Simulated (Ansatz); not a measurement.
A nudged elastic band was laid between two geometries of C2H5AlS2 (10 atoms, charge 0, multiplicity 1).

Method: UKS PBE/6-31G* (Ansatz 0.2.0).

| Quantity | Value |
| --- | --- |
| movable images | 7 |
| climbing image | yes |
| spring | 5.0 eV/Å² |
| optimiser | quadratic models (default) |
| start path | through a guess of the saddle point |
| force threshold | 0.05 eV/Å |
| iteration limit | 60 |
| end points | relaxed |

Image 0:

```xyz
10
Properties=species:S:1:pos:R:3
C -1.593 -0.663 -0.054
Al 0.061 -0.055 0.815
C 1.743 0.165 -0.223
S 1.395 0.656 -1.945
S 1.185 1.964 -0.300
H -2.480 -0.174 0.384
H -1.727 -1.753 0.077
H -1.584 -0.460 -1.138
H 0.268 0.187 2.391
H 2.816 0.082 -0.002
```

Image 8:

```xyz
10
Properties=species:S:1:pos:R:3
C -1.690 -0.693 0.019
Al -0.138 0.220 0.824
C 1.367 0.785 -0.353
S 2.814 0.551 -1.248
S 0.559 2.272 -0.267
H -2.626 -0.402 0.528
H -1.599 -1.791 0.118
H -1.804 -0.463 -1.054
H 0.211 0.238 2.389
H 2.989 -0.768 -0.954
```

Which bonds break or form, and what moves?

Bonds broken: C3–H10, S4–S5. Bonds formed: S4–H10.

Give the energies along the band, and the barrier.

The run converged. The highest image is number 4 of 0 to 8, 23.4 kcal/mol above the first end and 33.8 kcal/mol above the last; the last end lies 10.4 kcal/mol below the first. Beside the main top the profile has a ripple of under 15 meV (maxima at images 2, 4, 7), which may be a very shallow well or noise. Neighbouring images differ by up to 1.5 eV, so the band resolves the path poorly. A vibrational analysis at the climbing image gives one clearly imaginary mode, 1394i cm⁻¹: a first-order saddle point. The orbitals stay closed-shell, which can raise the energy where a bond breaks towards radicals; this wasn't checked here.

```
image  path coordinate (Å)  energy (kcal/mol)  C3–H10 (Å)  S4–S5 (Å)  S4–H10 (Å)
    0                 0.00                0.0        1.10       2.11        2.47
    1                 1.91                0.3        1.10       2.11        2.48
    2                 3.81                3.4        1.10       2.10        2.47
    3                 5.72                3.1        1.09       2.13        2.41
    4                 7.63               23.4        1.36       3.14        1.55
    5                 8.74              -10.3        2.30       3.02        1.36
    6                 9.85              -10.2        2.33       3.00        1.36
    7                10.96              -10.1        2.33       3.00        1.36
    8                12.07              -10.4        2.33       3.00        1.36
```

What is the geometry of the highest image?


```xyz
10
Properties=species:S:1:pos:R:3
C -1.654 -0.548 0.006
Al -0.084 0.409 0.710
C 1.599 0.528 -0.512
S 3.024 -0.163 -1.196
S 0.872 2.061 -0.682
H -1.714 -1.571 0.419
H -1.643 -0.627 -1.094
H -2.586 -0.031 0.295
H 0.279 0.624 2.254
H 1.989 -0.732 -0.197
```

Run time: 13 min on 2 threads of Intel(R) Xeon(R) Platinum 8488C (Sapphire Rapids) (shared host), peak memory 0.28 GiB.
